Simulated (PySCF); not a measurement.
Run times: scandium in aug-cc-pVDZ

Measured wall times of calculations with PySCF 2.14 in aug-cc-pVDZ, with the non-relativistic Hamiltonian (point nucleus), run from one Python driver. Hardware: 1 thread of Neoverse-N1 on a shared host, 1.3 GiB allowed. The two-electron integrals over 59 functions were computed once and kept in memory (1.4 CPU seconds with the set-up); the times below exclude them. Kohn-Sham runs start from converged Hartree-Fock orbitals.

Launch command (the driver calls PySCF for each step listed in the task file):

```bash
OMP_NUM_THREADS=1 python atomrun2.py TASK.json OUT
```

| species | step | iterations | wall time (s) |
| --- | --- | --- | --- |
| Sc [Ar] 3d1 4s2 | UHF | 10 | 0.62 |
| Sc [Ar] 3d1 4s2 | BP86 | 9 | 2.3 |
| Sc [Ar] 3d1 4s2 | r2SCAN | 11 | 6.2 |
| Sc [Ar] 3d1 4s2 | MP2 (3 electrons) |  | 0.11 |
| Sc⁺ [Ar] 3d1 4s1 | UHF | 8 | 0.49 |
| Sc⁺ [Ar] 3d1 4s1 | BP86 | 5 | 1.4 |
| Sc⁺ [Ar] 3d1 4s1 | r2SCAN | 14 | 7.8 |
| Sc⁺ [Ar] 3d1 4s1 | MP2 (2 electrons) |  | 0.04 |

Peak memory of the process: 0.25 GiB. Times on a shared host vary from run to run.
